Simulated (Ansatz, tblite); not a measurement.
Forces on Si6O⁺ at its r2SCAN-D4/def2-SVP geometry. Charge 1, multiplicity 2.

The xTB rows come from tblite. Another isomer (doublet) lies 0.19 eV lower at PBE0-D4/def2-TZVP; other spin states weren't run for this one.

GFN1-xTB (tblite), largest force 1.44 eV/Å:

```xyz
7
positions Å, forces eV/Å
O    -0.514   -0.054    1.608    0.123   -0.037   -0.553
Si    0.765    0.398   -1.319    0.134   -0.005   -0.457
Si    1.311   -1.841   -0.631    0.243   -0.385   -0.125
Si   -0.390    1.541    0.622   -0.014    1.070    0.639
Si   -1.572    0.954   -1.460   -0.334    0.169   -0.286
Si   -0.898   -0.904    0.071   -0.984   -1.046   -0.097
Si    1.298   -0.094    1.110    0.832    0.235    0.878
```

GFN2-xTB (tblite), largest force 2.61 eV/Å:

```
O -0.537 -1.217 -2.249
Si -0.126 -0.372 -0.789
Si -0.021 -0.140 -0.022
Si 0.599 2.076 1.163
Si -0.130 -0.037 -0.048
Si -1.442 -1.348 0.482
Si 1.656 1.038 1.464
```

PBE-D4/def2-TZVP (Ansatz), largest force 0.16 eV/Å:

```
O 0.031 0.063 0.080
Si 0.113 0.084 -0.085
Si 0.043 -0.068 -0.036
Si -0.030 -0.088 0.013
Si -0.052 0.024 -0.053
Si -0.007 0.016 0.096
Si -0.098 -0.030 -0.015
```
